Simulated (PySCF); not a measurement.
How methods differ on the ionisation energy of Ag⁺

Ag⁺ [Kr] 4d10 (1S) → Ag²⁺ [Kr] 4d9 (2D), as a difference of total energies. Computed with PySCF 2.14 in ANO-RCC-VTZP, with scalar relativity by spin-free X2C-1e. Correlated levels: valence: [Kr] frozen. The calculations carry no spin-orbit coupling.

| method | ionisation energy (eV) |
| --- | --- |
| UHF | 19.806 |
| MP2 (valence) | 21.784 |
| SCS-MP2 (valence) | 21.572 |
| CCSD (valence) | 21.445 |
| CCSD(T) (valence) | 21.551 |

A first-order spin-orbit estimate (lowest level to lowest level, LS coupling) adds -0.237 eV.

Errors of the correlated levels include the incompleteness of this basis and the frozen core.

Which method comes closest to the reference value, and which is furthest?

The reference is 21.484 eV (measured; NIST Atomic Spectra Database, ionization energies). Closest: MP2 (valence) (error 0.063 eV); furthest: UHF (error -1.915 eV), both after the spin-orbit estimate.
